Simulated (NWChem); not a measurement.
System: SiHIF$_{2}$; SMILES F[SiH](F)I

Program: NWChem. Medium grid unless said otherwise, to which SCAN and Minnesota functionals are sensitive. Coordinates come from a PBE0/def2-SVP optimisation. def2 effective core potentials on I; no spin-orbit coupling. Hybrids' shares of exact exchange are those that their runs print; pure functionals count as 0. The functionals differ in more than this share.

```csv
row,share of exact exchange,highest occupied level (eV)
PBE/def2-SVP,0.00,-7.06
revPBE/def2-SVP,0.00,-7.02
TPSSh/def2-SVP,0.10,-7.68
B3LYP/def2-SVP,0.20,-7.98
PW6B95/def2-SVP,0.28,withheld
MN15/def2-SVP,0.44,-8.77
```

Fit a straight line of the last column on the one before it, predict the withheld value, and compare with the run.


1. Means of the 5 shown rows: x = 0.148, y = -7.702. Slope Σ(x − x̄)(y − ȳ)/Σ(x − x̄)² = -0.5233/0.1341 = -3.903; intercept -7.124.
2. The shown rows scatter about the line by 0.103 (root mean square); the largest residual is -0.17, at TPSSh/def2-SVP.
3. At x = 0.28 (PW6B95/def2-SVP; inside the shown range) the line gives -8.22.
4. The run gives -8.31, -0.09 from the line, 0.9 times the scatter.
